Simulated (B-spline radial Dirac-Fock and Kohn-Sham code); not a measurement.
# Relativistic shifts of the levels of Gd⁵⁹⁺

System: gadolinium as Gd⁵⁹⁺, [He] 2s2 2p1.

Both columns are ΔSCF binding energies of the configuration average from a B-spline atomic structure program: non-relativistic Hartree-Fock with a point nucleus, and Dirac-Fock with a finite nucleus and the Coulomb interaction alone, averaged over the two j levels with weights 2j+1.

```
shell  Hartree-Fock (eV)  Dirac-Fock (eV)  shift (eV)  shift (%)
   1s            53569.1          56782.6    +3213.47      +6.00
   2s            12741.3          13699.5     +958.15      +7.52
   2p            12627.3          13024.8     +397.52      +3.15
```

Relativity binds 1s, 2s, 2p more strongly, among those listed most of all 2s in relative terms.

Values without a named source are computed, but for edge energies of neutral atoms, which are taken from tables.
